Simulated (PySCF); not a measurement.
Species: MoOBr3 (doublet state).
Geometry (PBE0-D3(BJ)/def2-SVP, Å), atoms numbered from 1 in this order:
```xyz
5
Br3MoO angstrom
Mo     0.1039   -0.1075    0.1968
O     -0.0630    0.1475    1.8092
Br     2.3500   -0.1575   -0.6492
Br    -0.9084    1.8029   -0.8315
Br    -1.4077   -1.7959   -0.5875
```

Method used: PySCF, PBE0-D3(BJ)/def2-SVP geometry optimisation, gas phase, def2 core potentials past Kr.

Take the most abundant isotopes and a rigid rotor. 

(1) What are A, B and C (GHz)?

(2) What kind of rotor is it?

(3) What does the inertial defect say?

(4) List the rotational levels J(Ka,Kc) to J = 5 (MHz).

(5) Predict some low-J microwave lines.

## Answers

(1) Ia = 636.27, Ib = 799.25, Ic = 1174.21 u·Å²; 505379 MHz·u·Å²/I gives 794.3, 632.3 and 430.4 MHz, that is A = 0.7943, B = 0.6323, C = 0.4304 GHz.

(2) An asymmetric top. Ray's parameter κ = (2B − A − C)/(A − C) = 0.110; −1 is the prolate and +1 the oblate limit.

(3) Not planar: Δ = Ic − Ia − Ib = -261.31 u·Å². For a rigid frame Δ = −2 Σ m c², so Σ m c² = 130.65 u·Å² lies off the ab plane. The atom farthest from that plane is 2.15 Å away.

(4) Above 0(0,0):
J = 1: 1(0,1) 1063, 1(1,1) 1225, 1(1,0) 1427
J = 2: 2(0,2) 3082, 2(1,2) 3148, 2(1,1) 3754, 2(2,1) 4240, 2(2,0) 4346
J = 3: 3(0,3) 5960, 3(1,3) 5978, 3(1,2) 7149, 3(2,2) 7428, 3(2,1) 7845, 3(3,1) 8798, 3(3,0) 8839
J = 4: 4(0,4) 9682, 4(1,4) 9686, 4(1,3) 11476, 4(2,3) 11591, 4(2,2) 12523, 4(3,2) 13188, 4(3,1) 13417, 4(4,1) 14922, 4(4,0) 14935
J = 5: 5(0,5) 14259, 5(1,5) 14260, 5(1,4) 16640, 5(2,4) 16675, 5(2,3) 18258, 5(3,3) 18624, 5(3,2) 19269, 5(4,2) 20465, 5(4,1) 20564, 5(5,1) 22626, 5(5,0) 22629
The levels of one J sum to (2J + 1)J(J + 1)(A + B + C)/3.

(5) The dipole components are |μa| = 0.40 D, |μb| = 0.67 D, |μc| = 0.42 D. The squared components, which scale the intensities, stand as 0.36 : 1.00 : 0.38 (a : b : c). Some lines, for components of 0.1 D or more:

| type | branch | J(Ka,Kc) | MHz | lower level (cm⁻¹) |
| --- | --- | --- | --- | --- |
| c | Q | 2(2,1) ← 2(1,1) | 486 | 0.125 |
| b | Q | 3(2,1) ← 3(1,2) | 695 | 0.238 |
| b | Q | 3(3,0) ← 3(2,1) | 994 | 0.262 |
| a | R | 1(0,1) ← 0(0,0) | 1063 | 0.000 |
| b | Q | 3(3,1) ← 3(2,2) | 1370 | 0.248 |
| b | R | 2(0,2) ← 1(1,1) | 1858 | 0.041 |
| a | R | 2(0,2) ← 1(0,1) | 2020 | 0.035 |
| b | R | 2(1,2) ← 1(0,1) | 2085 | 0.035 |
| c | R | 2(1,1) ← 1(0,1) | 2691 | 0.035 |
| b | R | 2(2,1) ← 1(1,0) | 2813 | 0.048 |
| b | R | 3(1,3) ← 2(0,2) | 2896 | 0.103 |
| c | R | 2(2,0) ← 1(1,0) | 2919 | 0.048 |
| c | R | 2(2,1) ← 1(1,1) | 3015 | 0.041 |
| a | R | 3(2,1) ← 2(2,0) | 3499 | 0.145 |
| b | R | 3(2,2) ← 2(1,1) | 3674 | 0.125 |
| c | R | 3(1,2) ← 2(0,2) | 4067 | 0.103 |
| c | R | 3(2,1) ← 2(1,1) | 4091 | 0.125 |
| c | R | 3(2,2) ← 2(1,2) | 4280 | 0.105 |
| b | R | 3(3,1) ← 2(2,0) | 4452 | 0.145 |
| b | R | 3(3,0) ← 2(2,1) | 4599 | 0.141 |

For this open shell read J as N, the rotation without spin; fine and hyperfine splittings come on top. Not checked by PBE0-D3(BJ)/def2-SVP frequencies. ⟨S²⟩ = 0.756 (exact for a doublet: 0.75). Constants of a rigid frame at the computed geometry: no zero-point averaging, no centrifugal distortion. Quadrupole hyperfine structure (79Br) is left out.

The run took 4.3 min on one thread of an AMD EPYC 9R45, shared host with 96 logical CPUs at a one-minute load of 66, and the process peaked at 0.70 GiB of memory. This is the geometry optimisation.
